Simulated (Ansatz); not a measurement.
Input file for Ansatz (a first-principles code): R-CCSD(T)/def2-TZVPP on H4SSn (SMILES [SH][SnH3]), a point of a torsion scan. Elements past Kr take the def2 small-core potentials; no spin–orbit coupling. The run froze 14 orbitals, filled d shells among them.

Ansatz 0.2 input:
```yaml
crystal:
  periodic: [false, false, false]
  atoms:
    - {symbol: S, position_ang: [1.66302729, 0.79076301, -0.30777523]}
    - {symbol: Sn, position_ang: [-0.58071018, 0.00968238, -0.01343679]}
    - {symbol: H, position_ang: [2.23403183, -0.31843580, 0.13060530]}
    - {symbol: H, position_ang: [-1.39034733, 1.00805537, 1.05273105]}
    - {symbol: H, position_ang: [-0.53695136, -1.54767684, 0.59928929]}
    - {symbol: H, position_ang: [-1.37618207, 0.01134592, -1.48184139]}
basis:
  gaussian:
    orbitals: def2-TZVPP
magnetization: {spin_polarized: false}
correlation: {method: ccsd_t, electrons: outside_noble_gas}
scf: {lower_state_search: off}
```

Problem. What total energy does the run end on?

Solution. -613.5743 hartree (reference determinant -613.2262, T1 diagnostic 0.010).

Problem. How many basis functions does it have, and what does it roughly cost on one machine?

Solution. 148 functions; around 11 core-seconds (rough).
